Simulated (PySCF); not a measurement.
# A search over the determinants of InPb

Unrestricted PBE0; basis In cc-pVDZ-PP with ECP28, Pb cc-pVDZ-PP with ECP60; scalar-relativistic core potentials; PySCF 2.14. Outer shells of the fragments: In 4d10 5s2 5p1; Pb 5d10 6s2 6p2.

Followed along the bond (rough minima from three points):

```csv
2Ms+1,unpaired,⟨S²⟩ at the start,R at minimum (Å),Te (eV)
4,"σ ↑, π ↑↑",3.75,2.92,0.00
2,"σ ↓, π ↑↑",1.76,2.90,0.38
2,"σ ↑, π ↑↓",1.76,2.91,0.40
2,π ↑,0.75,3.15,0.67
2,σ ↑,0.76,2.93,0.94
```

Solutions found at the starting distance of 2.785 Å, counted from the lowest of them; the search is not exhaustive and high or unbound solutions are not listed, so other states can lie among these:

```tsv
2Ms+1	unpaired	term	E (eV)	⟨S²⟩	⟨Lz²⟩	μ (D)
4	σ ↑, π ↑↑	⁴Σ⁻	0.00	3.75	0.00	-0.99
2	σ ↓, π ↑↑	mixed	0.37	1.76	0.00	-0.96
2	σ ↑, π ↑↓	mixed	0.40	1.76	2.01	-0.81
2	σ ↑	mixed	0.94	0.76	2.00	-0.41
2	π ↑	²Π	0.95	0.75	1.00	0.40
2	π ↑	²Π	1.13	0.79	1.00	-1.36
4	π ↑↑↑	⁴Π	2.15	3.76	1.00	0.25
4	σ ↑, π ↑↑	mixed	2.20	3.76	2.01	2.36
```

A term symbol is given only where ⟨S²⟩ and ⟨Lz²⟩ are close to those of a pure state; real π, δ and φ orbitals otherwise mix terms. A positive dipole means In(−)Pb(+).

Spin–orbit coupling is left out, which matters for elements this heavy, above all for dissociation energies.
